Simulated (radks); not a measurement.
The mean radii <r> (bohr) of the occupied orbitals of an atom or ion are listed with their occupations. Calculated with a radial shooting solver on a logarithmic mesh with Libxc functionals: non-relativistic Kohn-Sham, TPSS, spin-polarised, spherical densities, point nucleus; meta-GGA in the generalised Kohn-Sham scheme.

orbital  occ.      <r>
1s down     1  0.02019
1s up       1  0.02019
2s up       1  0.08527
2s down     1  0.08526
2p up       3  0.07213
2p down     3  0.07213
3s up       1   0.2157
3s down     1   0.2155
3p up       3   0.2059
3p down     3   0.2057
3d up       5   0.1806
3d down     5   0.1803
4s up       1   0.4590
4s down     1   0.4598
4p up       3   0.4607
4p down     3   0.4616
4d up       5   0.4604
4d down     5   0.4617
4f up       5   0.4473

Name the element and its charge. Open shells, if any, are filled with parallel spins first.

Answer. Z = 75, rhenium, charge +24: Re24+ in [Kr] 4d10 4f5. The 1s radius gives Z: for a bare nucleus <r> = 1.5/Z, 0.02 bohr for Z = 75, and screening makes it slightly larger (0.02019 here). The occupations add up to 51, and the charge is Z minus that.
